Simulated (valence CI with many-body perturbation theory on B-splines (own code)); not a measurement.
# Forbidden lines of Dy16+

Method: valence CI with perturbative core correlation (CI+MBPT): four valence electrons over a frozen Dirac-Fock core [Kr] 4d10, radial functions for each j: 7 s, 7 p, 7 d, 7 f, 4 g, 2 h, with the one-electron correlation potential Σ1 (screened to all orders), the two-electron term Σ2, the three-electron term Σ3, Breit, model QED; selected single and double excitations, second order for the rest, scaled by the run's own slope (own B-spline code, finite nucleus).

No measured levels were compared; by estimate terms of the open shell hold to a few per cent of their energy, and close levels can change places.

Lines 1 to 50 of 119 in falling wavelength, among levels below 36.145 eV, chosen from the decays that carry over 1 % of a level's rate. Wavelengths and rates use the calculated energies, so an error of 2000 cm⁻¹ moves a line at 33380 Å by 67 % and its rate by three times that or more. S is in atomic units (e²a₀⁴ for E2 and M2, e²a₀⁶ for E3), for M1 in squared Bohr magnetons. Weak lines are less certain than strong ones. Lines between different terms over intervals too small for the method are left out, as are lines whose strength nearly cancels. Where a level lies close to another of its J and parity, the split of strength between their lines is uncertain. Intervals below about 2000 cm⁻¹, as at the head of this list, are uncertain by tens of per cent.

Names give the largest LS component (configuration and term), which can be under half, so a name can repeat, a term be missing and a line seem to break the LS rules; names also repeat where a configuration has a term twice. Letters in brackets count levels of one name in rising energy.

```
λ vac (Å)         Upper         Lower  Type   A (s⁻¹)  S (a.u.)
1.755e+05      4f4 5F_2      4f4 5F_1    M1  1.00e-02  1.01e+01
    83560      4f4 5G_3      4f4 5G_2    M1  6.49e-02  9.83e+00
    36640      4f4 5F_3      4f4 5F_2    M1  1.13e+00  1.45e+01
    33380  4f4 3P_1 [a]  4f4 3D_2 [a]    M1  6.72e-01  2.78e+00
    29480  4f4 3K_8 [a]  4f4 3K_7 [a]    M1  7.09e-01  1.14e+01
    27790  4f4 3P_0 [a]  4f4 3P_1 [a]    M1  1.37e+00  1.09e+00
    24090      4f4 5S_2      4f4 5F_2    M1  2.45e-01  6.34e-01
    23630  4f4 3H_6 [a]      4f4 5G_6    M1  6.10e-01  3.88e+00
    23190      4f4 5I_8      4f4 5I_7    M1  3.08e+00  2.43e+01
    22540      4f4 5I_5      4f4 5I_4    M1  5.21e+00  2.43e+01
    22500      4f4 5I_7      4f4 5I_6    M1  5.70e+00  3.61e+01
    22130      4f4 5I_6      4f4 5I_5    M1  6.91e+00  3.61e+01
    22010      4f4 5F_5  4f4 5F_4 [a]    M1  2.47e+00  1.07e+01
    21850      4f4 5G_2      4f4 5S_2    M1  7.99e-02  1.54e-01
    21190      4f4 5S_2      4f4 5F_1    M1  1.96e-01  3.46e-01
    20600  4f4 5F_4 [b]  4f4 5F_4 [a]    M1  2.38e+00  6.95e+00
    20120      4f4 5G_5      4f4 5G_4    M1  5.69e+00  1.89e+01
    19870  4f4 3H_6 [a]      4f4 5G_5    M1  3.39e+00  1.28e+01
    17000      4f4 5G_3  4f4 5F_4 [a]    M1  1.21e+00  1.54e+00
    16950      4f4 5G_5  4f4 3H_5 [a]    M1  1.57e+00  3.11e+00
    16670      4f4 5G_2      4f4 5F_3    M1  4.87e-01  4.19e-01
    16490      4f4 5G_4      4f4 5G_3    M1  9.00e+00  1.35e+01
    16230  4f4 3H_5 [a]  4f4 5F_4 [b]    M1  6.52e+00  1.14e+01
    16220  4f4 5F_4 [b]      4f4 5F_3    M1  4.25e+00  6.05e+00
    15450  4f4 3H_5 [a]      4f4 5F_5    M1  2.16e+00  3.25e+00
    15420  4f4 1D_2 [a]  4f4 3D_2 [a]    M1  7.01e-01  4.77e-01
    14920      4f4 5G_6  4f4 3H_5 [a]    M1  5.75e+00  9.21e+00
    14400  4f4 3D_3 [a]  4f4 3D_2 [a]    M1  4.03e+00  3.12e+00
    14100      4f4 5G_4  4f4 5F_4 [b]    M1  2.44e+00  2.28e+00
    13900      4f4 5G_3      4f4 5F_3    M1  3.67e-01  2.56e-01
    13300  4f4 3G_4 [a]  4f4 3G_3 [a]    M1  7.72e+00  6.06e+00
    12690  4f4 3G_3 [a]      4f4 5G_3    M1  7.37e-01  3.91e-01
    11590  4f4 3D_2 [a]      4f4 5G_3    M1  1.13e+00  3.25e-01
    11460      4f4 5G_2      4f4 5F_2    M1  7.57e-01  2.11e-01
    11220  4f4 3G_3 [a]  4f4 5F_4 [b]    M1  3.82e-01  1.40e-01
    11020  4f4 3G_3 [a]      4f4 5G_2    M1  1.42e+01  4.94e+00
    10760      4f4 5G_2      4f4 5F_1    M1  1.26e+00  2.90e-01
    10710  4f4 3G_4 [a]      4f4 5G_4    M1  2.17e+00  8.91e-01
    10520  4f4 3D_3 [a]      4f4 5G_4    M1  9.59e-01  2.90e-01
    10180  4f4 3D_2 [a]      4f4 5G_2    M1  2.46e+00  4.82e-01
    10080      4f4 5G_3      4f4 5F_2    M1  2.55e+00  6.78e-01
     9872  4f4 3F_4 [a]  4f4 3G_3 [a]    M1  1.04e+01  3.34e+00
     9742  4f4 3G_4 [a]  4f4 3H_5 [a]    M1  3.43e+00  1.06e+00
     9540      4f4 3M_8  4f4 3K_8 [a]    M1  1.38e+01  7.57e+00
     9167      4f4 3L_8  4f4 3K_8 [a]    M1  2.89e+00  1.40e+00
     9147  4f4 3H_6 [a]  4f4 3H_5 [a]    M1  5.53e-01  2.04e-01
     9077  4f4 3H_5 [a]  4f4 5F_4 [a]    M1  1.36e+00  4.15e-01
     8655      4f4 3L_7  4f4 3K_7 [a]    M1  1.07e+01  3.87e+00
     8606      4f4 3L_9  4f4 3K_8 [a]    M1  1.37e+01  6.15e+00
     8371      4f4 5G_4  4f4 5F_4 [a]    M1  3.75e+00  7.33e-01
```
